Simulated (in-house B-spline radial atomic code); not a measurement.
A calculation on F V (F4+) (an excited or competing configuration): its settings, and results tabulated from the run. Computed with an all-electron radial atomic-structure program (B-spline basis): Dirac-Hartree-Fock, average of configuration, Fermi nucleus of rms radius 2.8976 fm.

Command:
```bash
python run_scf.py task.json out
```
Settings (nuclear radius in fm, mass in u):
```
Z                9
configuration    [He] 2s2 6f1
hamiltonian      dirac
method           hf
spin_polarised   False
nucleus          fermi
rms_radius       2.8976
atomic_mass      18.9984
speed_of_light   137.035999084
```

Output (hartree, bohr):
```
 radial grid: 76 intervals, B-splines of order 8, outer radius 40.8511 bohr

 iter        energy (Eh)    residual
    1        -87.6482205    3.21e-01
    2        -88.3714912    2.30e-02
    3        -88.3739717    1.29e-02
    4        -88.3747274    7.17e-03
    5        -88.3750566    8.23e-04
    6        -88.3750606    2.20e-05
    7        -88.3750606    4.04e-07
    8        -88.3750606    4.77e-09

 total energy                      -88.375061
 kinetic                             88.56177
 electron-nucleus                  -189.98479
 electron-electron                   13.04796

 first-order corrections (not in the total)
   Gaunt                            0.01007
   retardation                     -0.00014
   frequency dependence             0.00000
   self-energy                      0.00796
   Uehling                         -0.00041
   Wichmann-Kroll                   0.00000
   recoil                           0.00255

 orbital      occ     eigenvalue          <r>       <r^2>       <1/r>     <1/r^3>       <r^4>       r_max    small
 1s1/2      2.000      -31.95697     0.174073   0.0406695     8.69169           -  0.00422474      0.1142  1.00e-03
 2s1/2      2.000       -5.53265     0.807551    0.763404     1.79322           -    0.986188      0.6797  1.69e-04
 6f5/2      0.429       -0.34786      9.57508     103.909    0.139598   0.0142665     14584.4       10.45  9.34e-06
 6f7/2      0.571       -0.34786      9.57531     103.913    0.139593   0.0142622     14585.7       10.45  9.34e-06
```

Time taken, with all properties: 0.93 s on 1 thread of Arm Neoverse N1, on a shared host.

For the Dirac Hamiltonian the kinetic term is c α·p + (β - 1)c².
